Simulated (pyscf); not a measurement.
**`[O][SiH2][F]`, doublet**

Gas-phase minimum from PySCF at ωB97X-D3(BJ)/def2-SVP, one conformer. •O–SiH₂–F lies 23.3 kcal/mol over its isomer HO–SiH•–F, and others may lie lower still (electronic energy, ωB97M-D3(BJ)). 

```xyz
5

O      0.6992     1.8606    -0.5811
Si     0.2466     0.2577    -0.4350
F      0.5852    -0.3703     1.0181
H     -1.2246     0.2293    -0.6202
H      1.0296    -0.4836    -1.4534
```
Charge 0, spin multiplicity 2.

Bonded distances (Å): O1–Si2 1.672, Si2–F3 1.619, Si2–H4 1.483, Si2–H5 1.483. Angles (°): O1–Si2–F3 113.2, O1–Si2–H4 106.0, O1–Si2–H5 106.0, F3–Si2–H4 108.2, F3–Si2–H5 108.2, H4–Si2–H5 115.4.

Properties at ωB97X-D3(BJ)/def2-SVP:

```yaml
harmonic_wavenumbers_unscaled: 300, 421, 705, 805, 887, 909, 997, 2299, 2306 cm⁻¹
zero_point_energy: 13.8 kcal/mol
rotational_symmetry_number: 1
Entropy of this conformer at 298 K and 1 atm, rigid rotor and harmonic oscillator, modes under 100 cm⁻¹ raised to 100: 276.6 J/(mol K)
dipole_moment: 1.66 D
Spin expectation value S2: 0.753
```

Single-point totals, which compare only within one level (frozen core for MP2 and CC):

| level | total energy (hartree) |
|---|---|
| ωB97X-D3(BJ)/def2-TZVP | -465.90449 |
| PBE/def2-TZVP | -465.54102 |
| r²SCAN/def2-TZVP | -465.76723 |
| B3LYP-D3(BJ)/def2-TZVP | -465.89790 |
| PBE0-D3(BJ)/def2-TZVP | -465.56999 |
| M06-2X/def2-TZVP | -465.78243 |
| ωB97M-D3(BJ)/def2-TZVP | -465.94099 |
| UHF/def2-TZVPP | -464.54650 |
| MP2/def2-TZVPP | -465.10257 |
| CCSD/def2-TZVPP | -465.12945 |
| CCSD(T)/def2-TZVPP | -465.14638 |

The CCSD(T) − MP2 part came from Ansatz, without density fitting, on the same reference.
